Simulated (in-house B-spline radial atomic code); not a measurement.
Relativistic effects in I IV (I3+), [Kr] 4d10 5s2 5p2: non-relativistic Hartree-Fock (point nucleus) against Dirac-Hartree-Fock (Fermi nucleus of rms radius 4.75 fm), both averages of the configuration, computed with a B-spline radial code for spherical atoms.

| orbital | ε NR (Eh) | ε Dirac (Eh) | <r> NR (bohr) | <r> Dirac (bohr) | change of <r> (%) |
| --- | --- | --- | --- | --- | --- |
| 1s1/2 | -1178.4 | -1227.2 | 0.02868 | 0.02722 | -5.1 |
| 2s1/2 | -182.14 | -194.23 | 0.1233 | 0.1166 | -5.4 |
| 2p1/2 | -170.85 | -181.79 | 0.1052 | 0.09857 | -6.3 |
| 2p3/2 | -170.85 | -170.77 | 0.1052 | 0.1042 | -1.0 |
| 3s1/2 | -39.117 | -41.72 | 0.3261 | 0.3122 | -4.3 |
| 3p1/2 | -34.303 | ? | 0.317 | ? | ? |
| 3p3/2 | -34.303 | -34.406 | 0.317 | 0.3142 | -0.9 |
| 3d3/2 | -25.469 | -25.387 | 0.2879 | 0.2855 | -0.8 |
| 3d5/2 | -25.469 | -24.946 | 0.2879 | 0.2891 | +0.4 |
| 4s1/2 | -8.4157 | -8.9436 | 0.7684 | 0.7405 | -3.6 |
| 4p1/2 | -6.6399 | -7.0482 | 0.8048 | 0.775 | -3.7 |
| 4p3/2 | -6.6399 | -6.6295 | 0.8048 | 0.801 | -0.5 |
| 4d3/2 | -3.567 | -3.5195 | 0.9077 | 0.9068 | -0.1 |
| 4d5/2 | -3.567 | -3.4522 | 0.9077 | 0.9179 | +1.1 |
| 5s1/2 | -1.8063 | -1.8823 | 1.929 | 1.861 | -3.5 |
| 5p1/2 | -1.4238 | -1.4688 | 2.16 | 2.092 | -3.1 |
| 5p3/2 | -1.4238 | ? | 2.16 | ? | ? |

**Question.** What happens to 3p1/2?

**Answer.** Its energy goes to -36.536 hartree and <r> to 0.303 bohr (-4.41 %).

**Question.** What happens to 5p3/2?

**Answer.** Its energy goes to -1.4169 hartree and <r> to 2.156 bohr (-0.17 %).

**Question.** What explains the pattern of contraction and expansion?

**Answer.** Expansion is seen in 3d5/2, 4d5/2. The s and p1/2 orbitals contract directly, screen the nucleus better, and so push out orbitals that have little density near the nucleus; spin-orbit coupling adds to this for j = l + 1/2 and opposes it for j = l - 1/2.

**Question.** By how much does the total energy change?

**Answer.** By -197.81 hartree, from -6915.863 to -7113.670.
